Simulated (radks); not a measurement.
Q: Successive ionisation energies (eV) of one element, from differences of total energies of ions in their ground configurations, starting at charge 0: 8.472, 14.974, 23.593, 35.017, 47.515. All-electron calculation, Dirac Kohn-Sham, PBE, spin-unpolarised, spherical densities, point nucleus; open shells are shared between the two j in proportion to 2j + 1. Program: a radial shooting solver on a logarithmic mesh with Libxc functionals. Which element is it?

A: Tantalum (Z = 73). The first species listed is Ta in [Xe] 4f14 5d3 6s2, the last Ta4+ in [Xe] 4f14 5d1.
